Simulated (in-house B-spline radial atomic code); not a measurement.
A run on an ion of nuclear charge 66 with 66.6 electrons that did not converge. Method: scalar-relativistic (X2C) B3LYP, spin-polarised, spherical fractional occupations, Fermi nucleus of rms radius 5.2218 fm; computed with an all-electron radial atomic-structure program (B-spline basis).

Command:
```bash
python run_scf.py task.json out
```
Settings (nuclear radius in fm, mass in u):
```
Z                66
configuration    [Xe] 4f10.6 6s2
hamiltonian      x2c
method           b3lyp
spin_polarised   True
nucleus          fermi
rms_radius       5.2218
atomic_mass      163.92918
speed_of_light   137.035999084
```

First and last ten iterations of the last attempt (damped for 15 steps, keeping 80 % of the old Fock matrix, then DIIS):
```
 iter        energy (Eh)    residual
    1      -12102.888914    7.77e-01
    2      -12104.660565    1.43e+00
    3      -12130.276621    9.15e-01
    4      -12144.210908    5.57e-01
    5      -12151.222633    3.54e-01
    6      -12154.448920    2.28e-01
    7      -12155.808360    1.46e-01
    8      -12156.355019    8.86e-02
    9      -12156.588041    5.95e-02
   10      -12156.703870    4.48e-02
  111      -12152.202220    2.02e-01
  112      -12152.252199    2.01e-01
  113      -12152.318790    1.99e-01
  114      -12156.690713    4.73e-02
  115      -12156.674029    4.97e-02
  116      -12102.421504    6.26e-01
  117      -12102.420412    6.25e-01
  118      -12102.428933    6.25e-01
  119      -12102.446500    6.25e-01
  120      -12102.460070    6.25e-01
 not converged after 120 iterations
```

The smallest residual met was 2.1e-02; the threshold is about 7e-07. No energy from this run should be used. The likely cause: this method binds the added charge weakly or not at all at the basis-set limit, so charge moves back and forth between the atom and the box. Run time, properties included: 5.5 s on 1 thread of Arm Neoverse V1, on a shared host.
